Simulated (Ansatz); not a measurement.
Basis-set extrapolation for AlH₅O₄ (`[OH][Al-]([OH])([OH])[OH2+]`) (PBE0-D4/def2-TZVP geometry, frozen core, Ansatz). Multiplicity 1, RHF reference.

|  | def2-TZVPP | def2-QZVPP |
| --- | --- | --- |
| HF | -544.648078 | -544.670986 |
| MP2 correlation | -1.068303 | -1.156671 |
| CCSD(T) correlation | -1.116136 | not run |

Energies in hartree. Use E(X) = E(∞) + A·exp(−7.88·√X) for Hartree–Fock and E(X) = E(∞) + B·X^(−2.97) for correlation, with X = 3 and 4, and add CCSD(T) minus MP2 of the smaller set to the MP2 limit.

Problem. What is the CCSD(T) energy at the basis-set limit?

Solution. HF limit: -544.670986 + (-0.022908) × 0.13774 = -544.67414. MP2 limit: -1.156671 + (-0.088368) × 0.74074 = -1.22213. Higher-order term: -1.116136 − (-1.068303) = -0.04783. Total: -545.94410 hartree, 472.3 kJ/mol below CCSD(T)/def2-TZVPP.
